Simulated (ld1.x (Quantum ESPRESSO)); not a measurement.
u(r) = r·R(r): atom against pseudo-atom (Fe)

Columns: radius, all-electron u(r) and pseudo u(r) of the 4s shell (level -5.59 eV) of iron in the configuration [Ne] 3s2 3p6 3d6 4s1.75 4p0.25; PBE, scalar-relativistic, PAW scheme, ld1.x (Quantum ESPRESSO) 7.5.

| r (bohr) | all-electron | pseudo |
| --- | --- | --- |
| 0.070 | 0.0167 | 0.1491 |
| 0.140 | -0.1419 | 0.2882 |
| 0.210 | -0.1542 | 0.4084 |
| 0.280 | -0.0655 | 0.5022 |
| 0.350 | 0.0533 | 0.5648 |
| 0.420 | 0.1587 | 0.5939 |
| 0.490 | 0.2319 | 0.5902 |
| 0.560 | 0.2688 | 0.5566 |
| 0.630 | 0.2728 | 0.4981 |
| 0.700 | 0.2502 | 0.4210 |
| 0.770 | 0.2082 | 0.3320 |
| 0.840 | 0.1529 | 0.2374 |
| 0.910 | 0.0897 | 0.1430 |
| 0.980 | 0.0226 | 0.0527 |
| 1.050 | -0.0453 | -0.0308 |
| 1.120 | -0.1120 | -0.1065 |
| 1.190 | -0.1759 | -0.1746 |
| 1.260 | -0.2360 | -0.2360 |
| 1.330 | -0.2916 | -0.2917 |
| 1.400 | -0.3426 | -0.3426 |
| 1.470 | -0.3888 | -0.3888 |
| 1.540 | -0.4302 | -0.4302 |
| 1.610 | -0.4670 | -0.4670 |
| 1.680 | -0.4992 | -0.4992 |
| 1.750 | -0.5272 | -0.5272 |
| 1.820 | -0.5513 | -0.5513 |

(1) How many radial nodes do the two functions have?

(2) At about which radius was the pseudo-wave matched?

(3) Is the pseudo-wave norm-conserving?

Answers

(1) The all-electron 4s function has n − l − 1 = 3; the pseudo-wave has 1, since 1 lower shell of the same l stays in the valence.

(2) 1.40 bohr. The columns agree to 0.0005 from 1.26 bohr on; several derivatives are matched, so the curves merge somewhat inside the radius.

(3) No, it belongs to a PAW set: the norm inside the radius is not constrained, and the difference is carried by the augmentation charge.
